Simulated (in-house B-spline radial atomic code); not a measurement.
Xe³⁺. Computed with a B-spline radial atomic code. Model: all-electron spherical atom, spin shells full or empty, radial basis limit, no spin-orbit coupling, Breit or QED, empty-state partial waves extrapolated as (l+1/2)^-4, RPA, G0W0 and static COHSEX of the highest shell as one setting changes (uncorrelated shells keep exact exchange).

Empty levels are discrete states of a finite basis, so the steps are uneven.

Given: element Xe; charge 3; filled core Kr; hamiltonian one-electron scalar X2C; mean-field start PBE; highest l of empty states 9; nuclear rms radius 4.7859 fm; lowest nl shells left uncorrelated 0; highest mean-field shell 5p up; box radius 14.14 bohr.

Shell: 4d 5 5, 5s 1 1, 5p 3 0 (electrons up and down).

```tsv
highest empty level kept (hartree)	RPA correlation energy (hartree)	G0W0 level (eV)	G0W0 minus most complete (meV)	COHSEX level (eV)	linearised minus solved G0W0 (meV)
5.33	-0.93848	-43.38	363.7	-44.942	-21
10.67	?	?	?	?	?
18.67	?	?	?	?	?
32	-1.8238	-43.649	94.6	-45.623	-23.5
53.33	-2.1777	-43.68	64	-45.727	-23.8
96	-2.6364	-43.707	37.6	-45.812	-24.1
160	-3.0062	-43.721	23.3	-45.856	-24.2
320	-3.3307	-43.731	13.5	-45.886	-24.3
640	-3.6299	-43.737	6.8	-45.907	-24.4
1333.3	-3.8405	-43.742	2.4	-45.92	-24.5
3200	-3.9714	-43.743	0.8	-45.925	-24.5
10667	-4.0524	-43.744	0	-45.927	-24.5
```

**Question.** What follows for highest empty level kept = 18.67?

**Answer.** RPA correlation energy -1.5016 hartree; G0W0 level -43.599 eV; G0W0 minus most complete 144.6 meV; COHSEX level -45.484 eV; linearised minus solved G0W0 -23 meV.

**Question.** What follows for highest empty level kept = 10.67?

**Answer.** RPA correlation energy -1.1988 hartree; G0W0 level -43.515 eV; G0W0 minus most complete 228.8 meV; COHSEX level -45.271 eV; linearised minus solved G0W0 -22.2 meV.
